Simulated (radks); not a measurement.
Task: The tin ion Sn18+, 32 electrons, occupied as [Ar] 3d10 4s2 4p2. Calculated with a radial shooting solver on a logarithmic mesh with Libxc functionals: scalar-relativistic Kohn-Sham, LDA (Slater exchange, VWN5 correlation), spin-polarised, spherical densities, finite nucleus; open shells are filled with parallel spins first (spin-orbit coupling, left out, can overturn this in heavy ions); Fermi nuclear charge, rms radius 4.6519 fm. Some entries of the table are withheld. Estimate them.

| orbital | occ. | eigenvalue (hartree) | <1/r> (bohr^-1) |
|---|---|---|---|
| 1s up | 1 | -1082.983 | 53.03 |
| 1s down | 1 | -1082.950 | 53.03 |
| 2s up | 1 | -178.5998 | 12.11 |
| 2s down | 1 | -178.5782 | 12.11 |
| 2p up | 3 | -162.3031 | 11.65 |
| 2p down | 3 | -162.2736 | 11.65 |
| 3s up | 1 | -47.97299 | 4.341 |
| 3s down | 1 | -47.93535 | 4.343 |
| 3p up | 3 | (1) | 4.143 |
| 3p down | 3 | (2) | 4.145 |
| 3d up | 5 | -34.47819 | (3) |
| 3d down | 5 | -34.43843 | (4) |
| 4s up | 1 | (5) | 1.943 |
| 4s down | 1 | (6) | 1.945 |
| 4p up | 2 | -17.96472 | 1.842 |
| 4p down | 0 | -17.77433 | 1.842 |

Result: 
(1) 3p up eigenvalue (hartree): -42.63641
(2) 3p down eigenvalue (hartree): -42.59523
(3) 3d up <1/r> (bohr^-1): 3.925
(4) 3d down <1/r> (bohr^-1): 3.928
(5) 4s up eigenvalue (hartree): -19.83346
(6) 4s down eigenvalue (hartree): -19.64212
